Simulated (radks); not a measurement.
Results of a calculation; reference values are marked as such.
Exchange energies: the exact (Fock) value of the Kohn-Sham orbitals and density-functional approximations, in hartree. Species: Fe3+ [Ar] 3d5; Mg8+ [He] 2s2. Code: a radial shooting solver on a logarithmic mesh with Libxc functionals. Model: non-relativistic Kohn-Sham, PBE, spin-polarised, spherical densities, point nucleus. Every spin shell is full or empty, so the densities are truly spherical. Functionals are evaluated on that one density, not self-consistently.

[
 {"functional": "exact", "Fe3+": "-53.6410", "Mg8+": "-9.22438"},
 {"functional": "LDA", "Fe3+": "-50.141", "Mg8+": "-8.0660"},
 {"functional": "PBE", "Fe3+": "-53.397", "Mg8+": "-9.1402"},
 {"functional": "PBEsol", "Fe3+": "-52.081", "Mg8+": "-8.7483"},
 {"functional": "PW91", "Fe3+": "-53.628", "Mg8+": "-9.1700"},
 {"functional": "OPTX", "Fe3+": "-53.935", "Mg8+": "-9.2238"},
 {"functional": "SOGGA", "Fe3+": "-52.065", "Mg8+": "-8.7354"},
 {"functional": "B86b", "Fe3+": "-53.688", "Mg8+": "-9.2191"},
 {"functional": "SCAN", "Fe3+": "-53.791", "Mg8+": "-9.1867"},
 {"functional": "MS2", "Fe3+": "-53.534", "Mg8+": "-9.2755"},
 {"functional": "Tao-Mo", "Fe3+": "-53.406", "Mg8+": "-9.2891"},
 {"functional": "MVS", "Fe3+": "-53.620", "Mg8+": "-9.1592"}
]
